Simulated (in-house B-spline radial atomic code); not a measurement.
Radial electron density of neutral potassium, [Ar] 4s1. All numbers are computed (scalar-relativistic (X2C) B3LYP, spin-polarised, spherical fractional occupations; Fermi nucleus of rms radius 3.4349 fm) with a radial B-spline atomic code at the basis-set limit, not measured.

Columns: r (bohr), 4πr²n(r) (electrons per bohr), bar.

```
 0.00295   0.5192 #
 0.00363   0.7542 #
 0.00446    1.087 ##
 0.00548    1.556 ###
 0.00674    2.213 ####
 0.00828     3.11 ######
  0.0102    4.334 ########
  0.0125      5.9 ###########
  0.0154    7.939 ###############
  0.0189    10.38 ####################
  0.0232    13.18 #########################
  0.0285    16.17 ###############################
  0.0351    19.02 #####################################
  0.0431    21.19 #########################################
   0.053    22.22 ###########################################
  0.0651    21.76 ##########################################
    0.08    19.95 ######################################
  0.0983    17.59 ##################################
   0.121    15.95 ###############################
   0.149    16.25 ###############################
   0.183     18.6 ####################################
   0.224    21.55 #########################################
   0.276    22.86 ############################################
   0.339    20.66 ########################################
   0.417    15.32 #############################
   0.512    9.465 ##################
   0.629    5.858 ###########
   0.773    5.357 ##########
   0.951    6.391 ############
    1.17    6.702 #############
    1.44    5.444 ##########
    1.76    3.465 #######
    2.17    1.701 ###
    2.67   0.7305 #
    3.28   0.3713 #
    4.03   0.2733 #
    4.95    0.215 
    6.08   0.1368 
    7.48  0.06323 
    9.19  0.02033 
    11.3 0.004251 
    13.9 0.0005358 
    17.1 3.707e-05
```

On this grid the curve has 3 maxima, near 0.053, 0.276, 1.17 bohr.

The 3p up radial function P(r) = rR(r), positive near the nucleus:

| r (bohr) | P |
| --- | --- |
| 0.00363 | 0.0009731 |
| 0.00548 | 0.002122 |
| 0.00828 | 0.004619 |
| 0.0125 | 0.009945 |
| 0.0189 | 0.02112 |
| 0.0285 | 0.04344 |
| 0.0431 | 0.08606 |
| 0.0651 | 0.1594 |
| 0.0983 | 0.2673 |
| 0.149 | 0.3857 |
| 0.224 | 0.4295 |
| 0.339 | 0.2701 |
| 0.512 | -0.154 |
| 0.773 | -0.6639 |
| 1.17 | -0.8885 |
| 1.76 | -0.673 |
| 2.67 | -0.2968 |
| 4.03 | -0.07094 |
| 6.08 | -0.007446 |
